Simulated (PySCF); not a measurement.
Polarisability and C₆ of Mg (magnesium, neutral)

[Ne] 3s2, closed-shell 1S. Calculation: PySCF 2.14, in aug-cc-pCVDZ (6s5p3d, 36 functions); the non-relativistic Hamiltonian (point nucleus). Coupled (time-dependent) response in atomic units; α is the mean over directions. A double-zeta set is small for polarisabilities.

```
 method  mean α (bohr³)  C₆ (like pair)  S(−4)
    UHF           81.22           762.4   3488
    PBE           73.76           656.0   2928
   PBE0           74.97           674.2   2994
LC-wPBE           77.26           708.4   3138
   BP86           73.34           651.1   2887
```

S(−4) is the Cauchy moment in α(ω) = α(0) + S(−4) ω² + …

Reference α: 71.2 ± 0.4 bohr³ (recommended; Schwerdtfeger and Nagle, table of static dipole polarizabilities (2023 update)). Published C₆: 626.0 (Chu and Dalgarno (2004); Tang, Norbeck and Certain (1976)).

Hartree-Fock lies above the reference because it lacks correlation, which contracts the outer shell.

α(iu) at LC-wPBE:

```json
{"u (hartree)": "0", "α(iu) (bohr³)": "77.26"}
{"u (hartree)": "0.0500", "α(iu) (bohr³)": "70.14"}
{"u (hartree)": "0.100", "α(iu) (bohr³)": "55.01"}
{"u (hartree)": "0.200", "α(iu) (bohr³)": "29.69"}
{"u (hartree)": "0.300", "α(iu) (bohr³)": "16.92"}
{"u (hartree)": "0.500", "α(iu) (bohr³)": "7.249"}
{"u (hartree)": "0.750", "α(iu) (bohr³)": "3.531"}
{"u (hartree)": "1.00", "α(iu) (bohr³)": "2.124"}
{"u (hartree)": "1.50", "α(iu) (bohr³)": "1.067"}
{"u (hartree)": "2.00", "α(iu) (bohr³)": "0.6745"}
{"u (hartree)": "3.00", "α(iu) (bohr³)": "0.3711"}
{"u (hartree)": "5.00", "α(iu) (bohr³)": "0.1892"}
```
